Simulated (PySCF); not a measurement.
# Bond lengths and vibrations by method: ClGeH3N cation

All numbers below are calculated, not measured. They come from PySCF 2.14.0, an open-source quantum chemistry program, on an isolated molecule that a program drew, which may never have been made. The molecule is ClGeH3N cation (charge +1, singlet), drawn as the SMILES string `[NH2][GeH+][Cl]`.

The geometry was optimised and harmonic frequencies were computed with HF and MP2, all in the cc-pV(D+d)Z basis, for the commonest isotopes, with a restricted reference for singlets and an unrestricted one otherwise, and a frozen core in MP2. Germanium has the cc-pVDZ-PP basis, with a core potential (ECP10MDF) in place of its 10 inner electrons, and its 3s, 3p and 3d shells are frozen in MP2. Each result is a local minimum of its method.

Geometry at the HF minimum:
```xyz
6
ClGeH3N cation, angstrom
N     0.0553   -0.7820    0.4867
Ge   -0.5200   -2.3878    0.2555
Cl   -1.9438   -3.0748    1.5752
H     0.7492   -0.3616   -0.1089
H    -0.2734   -0.1828    1.2257
H    -0.0194   -3.2667   -0.8522
```

Lengths of the bonds as drawn, in Å (atoms numbered as above):
```
bond,HF,MP2
N1-Ge2,1.721,1.744
Ge2-Cl3,2.059,2.068
N1-H4,1.007,1.023
N1-H5,1.007,1.022
Ge2-H6,1.500,1.510
```

Rotational constants, in GHz:
```
constant     HF    MP2
       A  17.19  16.91
       B  3.536  3.484
       C  2.933  2.889
```

Harmonic frequencies in cm^-1, each column in rising order, so a row needn't be the same motion in every method:
```
rank,HF,MP2
1,204,190
2,423,362
3,490,473
4,520,511
5,639,625
6,723,670
7,893,849
8,931,865
9,1661,?
10,2391,2314
11,3730,3541
12,3847,3668
```

**Estimate the missing MP2 frequency from the HF column.**

A single factor s that minimises the squared misfit of MP2 against s times HF over the other rows is sum(HF x MP2) / sum(HF^2) = 0.9532, with an rms misfit of 20 cm^-1. For rank 9 it gives 0.9532 x 1661 = 1583 cm^-1. The calculation gives 1534 cm^-1, 49 cm^-1 below the estimate. The drawn bonds are on average 1.1 % longer in MP2 than in HF.
